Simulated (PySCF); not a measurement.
Job file and geometry (Å, from GFN2-xTB) of an NMR shielding run on SMILES CCc1[p-]cc([SiH3])c1C, [C7H12PSi]-, GIAO PBE0/pcSseg-1 NMR shielding, non-relativistic, gas phase (PySCF 2.14.0, density-fitted response routines); density fitting, a coarse starting grid and PySCF grid level 2 are the driver's defaults:

```
$ OMP_NUM_THREADS=1 python probes_run.py task.json out

{"job": {"kind": "nmr", "xc": "PBE0", "basis": "pcSseg-1"}, "charge": -1, "multiplicity": 1}
C      2.910320     0.399935    -0.210115
C      2.141816    -0.572879     0.686176
C      0.728571    -0.120230     0.919482
P      0.235500     0.671385     2.419953
C     -1.366539     0.842574     1.786274
C     -1.523088     0.323308     0.503075
Si    -3.114987     0.367334    -0.426388
C     -0.309828    -0.226210     0.016953
C     -0.201437    -0.845003    -1.346394
H      2.921308     1.386061     0.249835
H      2.424756     0.483053    -1.180112
H      3.940799     0.070455    -0.360867
H      2.155909    -1.571214     0.228263
H      2.654628    -0.643463     1.650125
H     -2.163738     1.310400     2.348235
H     -3.045161     1.051707    -1.740378
H     -4.179277     1.062474     0.320838
H     -3.681632    -0.965508    -0.754540
H      0.664259    -1.503661    -1.417415
H     -0.104649    -0.077241    -2.120307
H     -1.096451    -1.426333    -1.573166
```

**Question.** What does the program print?

**Answer.** 
```
coarse grid: 18296 points
cycle   1  E = -904.0205634606  dE =  1.101e+00  |g| = 6.269e-01  |ddm| = 4.460e+00
cycle   2  E = -903.8929066057  dE =  1.277e-01  |g| = 9.304e-01  |ddm| = 2.604e+00
cycle   3  E = -904.1391601083  dE = -2.463e-01  |g| = 1.346e-01  |ddm| = 1.730e+00
cycle   4  E = -904.1437287478  dE = -4.569e-03  |g| = 5.341e-02  |ddm| = 2.715e-01
cycle   5  E = -904.1444143667  dE = -6.856e-04  |g| = 2.230e-02  |ddm| = 9.494e-02
cycle   6  E = -904.1445402951  dE = -1.259e-04  |g| = 5.478e-03  |ddm| = 3.051e-02
cycle   7  E = -904.1445471192  dE = -6.824e-06  |g| = 1.634e-03  |ddm| = 7.119e-03
final grid: 166776 points
cycle   8  E = -904.1990612308  dE = -3.616e-05  |g| = 1.001e-02  |ddm| = 4.457e-02
cycle   9  E = -904.1990210584  dE =  4.017e-05  |g| = 1.542e-02  |ddm| = 2.915e-02
cycle  10  E = -904.1990873061  dE = -6.625e-05  |g| = 2.245e-03  |ddm| = 2.152e-02
cycle  11  E = -904.1990887471  dE = -1.441e-06  |g| = 4.048e-04  |ddm| = 3.446e-03
cycle  12  E = -904.1990887820  dE = -3.487e-08  |g| = 1.807e-04  |ddm| = 6.726e-04
cycle  13  E = -904.1990887897  dE = -7.762e-09  |g| = 4.200e-05  |ddm| = 2.242e-04
cycle  14  E = -904.1990887901  dE = -3.504e-10  |g| = 2.104e-05  |ddm| = 7.569e-05
converged SCF energy = -904.1990887901

GIAO shielding tensors (ppm)
atom      isotropic    diamagn.    paramagn.     s11        s22        s33       span
  0 C      164.557     246.968     -82.411    148.739    158.235    186.696     37.957
  1 C      157.172     245.741     -88.568    146.722    155.264    169.531     22.808
  2 C       34.386     263.650    -229.263    -65.074     25.439    142.793    207.867
  3 P      216.107     971.452    -755.345    105.161    172.253    370.907    265.747
  4 C       38.726     260.697    -221.971    -97.120     64.541    148.757    245.877
  5 C       80.446     254.850    -174.404     14.659     77.778    148.901    134.242
  6 Si     443.199     881.550    -438.351    388.522    444.910    496.165    107.643
  7 C       57.201     256.973    -199.772    -28.314     54.083    145.835    174.150
  8 C      169.893     248.922     -79.030    158.949    165.789    184.939     25.990
  9 H       30.810      30.336       0.474     26.777     30.172     35.481      8.704
 10 H       30.620      31.677      -1.058     25.359     31.758     34.741      9.381
 11 H       30.866      28.632       2.234     26.821     27.167     38.611     11.790
 12 H       28.945      31.927      -2.983     25.193     28.144     33.497      8.304
 13 H       28.900      31.041      -2.140     23.082     29.476     34.143     11.061
 14 H       24.481      33.299      -8.818     22.716     23.203     27.523      4.808
 15 H       27.155      30.077      -2.922     23.489     25.529     32.448      8.959
 16 H       27.498      30.069      -2.571     23.745     26.539     32.210      8.465
 17 H       27.126      29.915      -2.789     23.476     25.260     32.641      9.165
 18 H       29.378      32.236      -2.859     23.945     30.822     33.366      9.421
 19 H       29.284      31.461      -2.178     25.444     26.965     35.442      9.998
 20 H       29.227      31.493      -2.265     23.268     29.512     34.902     11.634
```

**Question.** Turn these shieldings into chemical shifts. References, each an isolated molecule treated in the same way: ¹³C (σ = 186.93 ppm) and ²⁹Si (σ = 349.16 ppm) and ¹H (σ = 31.72 ppm) against TMS; ³¹P (σ = 318.38 ppm) against H3PO4.

**Answer.** Averaging equivalent atoms: C 2: 152.5; C 4: 148.2; C 7: 129.7; C 5: 106.5; C 1: 29.8; C 0: 22.4; C 8: 17.0; P 3: 102.3; Si 6: -94.0; H 14: 7.24; H 15/16/17: 4.46; H 12/13: 2.79; H 18/19/20: 2.42; H 9/10/11: 0.95 ppm. Experimental scales use liquid or dissolved standards, which lie at an offset from isolated H3PO4.

Size and cost of the density-fitted run: 227 basis functions, 67 s wall time on 1 thread of an Arm Neoverse V1, shared host; peak memory 1 GiB.
